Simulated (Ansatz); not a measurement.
Stepwise reaction of `[Cl][Zr]([Cl])([I])[I]` with water, as a gas-phase model of exchange steps in deposition or etching. ΔE in kJ/mol; ΔG adds harmonic PBE0-D4 terms to CCSD(T)/CBS, at 1 bar.

Gas-phase electronic energies from Ansatz, PBE0-D4/def2-TZVP geometries. CBS: MP2 limit from def2 TZ/QZ plus the TZ coupled-cluster correction, frozen cores. This one scheme is used for every species. Functionals use def2-TZVPP. B3LYP here is the variant with VWN-RPA as its local correlation; programs differ in this. def2 core potentials past Kr. For I, Zr outer-core shells are correlated without core-valence functions, which leaves a few kJ/mol of doubt a bond. Each species was taken in one conformer, which may not be the lowest.

```
step                                                         reaction  PBE-D4  B3LYP-D4  ωB97M-V  CCSD(T)/CBS  ΔG(600 K)
   1  `[Cl][Zr]([Cl])([I])[I]` + H₂O → `[OH][Zr]([Cl])([Cl])[I]` + HI    12.1       6.2     -0.9         18.5        0.9
```

(1) Give the row of step 2, `[OH][Zr]([Cl])([Cl])[I]` + H₂O → `[OH][Zr]([OH])([Cl])[Cl]` + HI. (An estimate is asked.)

(2) By hand: ΔE of the 2 steps together at CCSD(T)/CBS.

Answers

(1) The calculation gave: 
```
step                                                           reaction  PBE-D4  B3LYP-D4  ωB97M-V  CCSD(T)/CBS  ΔG(600 K)
   2  `[OH][Zr]([Cl])([Cl])[I]` + H₂O → `[OH][Zr]([OH])([Cl])[Cl]` + HI    18.4      12.9      9.9         23.6       12.2
```

(2) (18.5) + (23.6) = 42.1 kJ/mol, or 21.1 kJ/mol a step.

In ΔE each step is higher than the one before. All are uphill at CCSD(T)/CBS. ΔG lies between 0.9 and 12.2 kJ/mol a step. PBE-D4 differs from CCSD(T)/CBS by -6.4 to -5.2 kJ/mol a step. Only this route is followed, and other bonds may react first. Isolated molecules leave out the surface, adducts and barriers. Largest T1 diagnostic: 0.016.
